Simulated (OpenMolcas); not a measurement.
Ge2+: from RASSCF to RASPT2

- Program: OpenMolcas
- Basis: ANO-RCC-VQZP [7s6p4d2f1g]
- Scalar Hamiltonian: DKH2, point nucleus
- Active space: 2 electrons in 9 orbitals (RAS2 4s 4p; RAS3 4d, at most 2 electrons)
- State averaging: 2S+1 = 3 even, 3 roots; 2S+1 = 1 even, 7 roots; 2S+1 = 3 odd, 3 roots; 2S+1 = 1 odd, 3 roots
- Spin-orbit coupling: RASSI with atomic mean-field integrals over the reference wave functions, term energies averaged over their components

Methods on the same reference wave functions:
A. RASSCF
B. SS-RASPT2, IPEA 0.25 Eh, imaginary shift 0.1 Eh (closed shells correlated: 3d)
C. MS-RASPT2, IPEA 0.25 Eh, imaginary shift 0.1 Eh (closed shells correlated: 3d)

Energies in cm-1 above 4s2 1S0, the measured ground level; measured values from Sugar and Musgrove, J. Phys. Chem. Ref. Data 22, 1213 (1993).

```
      Level       A       B       C  Measured
    4s2 1S0     0.0     0.0     0.0       0.0
4s 4p 3P* 0   57076   60870   61080     61734
4s 4p 3P* 1   57737   61530   61740     62500
4s 4p 3P* 2   59127   62920   63130     64144
4s 4p 1P* 1   91699   91450   91670     91873
    4p2 1D2  138437  144680  144890    144975
    4p2 3P0  142904  147130  147340    147685
```

Deviations, from unrounded energies. A percentage is the sum of absolute deviations over the sum of measured energies, with the sign that they share, or ± where signs differ.

```tsv
Against measurement	Levels	A	B	C
mean absolute deviation (cm-1)	6	4300	720	510
other configurations (%)	6	-4.5	-0.8	-0.5
```

C lies closest to measurement on these levels and A furthest from it. The largest miss of C in the table is 4s 4p 3P* 2, by -1000 cm-1. The ranking rests on the paired levels alone, and a cruder setting can come out closer through cancelling errors.

Between B and C the level of the table that moves most is 4p2 1D2, by 210 cm-1 (lowest in B, highest in C). Moves below CASPT2's spread within the term are not significant.

The lowest spin-free term lies below A's lowest term by 0.434 hartree in B, 0.435 hartree in C.

CASPT2 breaks the degeneracy within a term, and the mean is taken; among the terms shown or strongly mixed into the levels shown the widest spread is 35 cm-1 (4p2 1D, C). Active for correlation alone: 4d; no level in the range computed is led by a configuration that fills it, so any true level of that kind is missing. Some terms mix strongly with configurations of 4d, whose occupation reaches 0.29 (4p2 1D). Measured partners are found by configuration, term and J. A level has none where our copy of the source lacks it or the pairing is in doubt (some pairs that miss far off the trend of their configuration count as doubtful), and it then counts in no deviation. Only configurations of the active space appear. Levels that lie high or do not pair safely by name in every column are left out.

* marks odd parity.
